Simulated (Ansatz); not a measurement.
The same group exchange along the group O, S, Se.

Program: Ansatz. Geometries: PBE0-D4/def2-TZVP. ΔE: electronic, gas phase. CCSD(T)/CBS is the MP2 limit (def2-TZVPP, def2-QZVPP) plus CCSD(T) − MP2 in def2-TZVPP, frozen cores. DFT in def2-TZVPP. def2 core potentials past Kr. For Se, Sn outer-core shells are correlated without core-valence functions, which leaves a few kJ/mol of doubt a bond. Scalar relativity is left out up to krypton. Each species was taken in one conformer, which may not be the lowest.

```tsv
reaction	RPA@PBE/def2-TZVPP (kJ/mol)	LDA (SPW92) (kJ/mol)
`OC1=NC1` + `[SnH4]` → `[OH][SnH3]` + `C1=NC1`	-47	-8
`SC1=NC1` + `[SnH4]` → `[SH][SnH3]` + `C1=NC1`	-73	-52
`[SeH]C1=NC1` + `[SnH4]` → `[SeH][SnH3]` + `C1=NC1`	-84	-75
```

(1) Give the CCSD(T)/CBS values in the same order. (Best estimate.)

Largest T1 diagnostic: 0.014, for `[OH][SnH3]`.

Answers

(1) Ansatz gave: -57, -84, -104 kJ/mol.
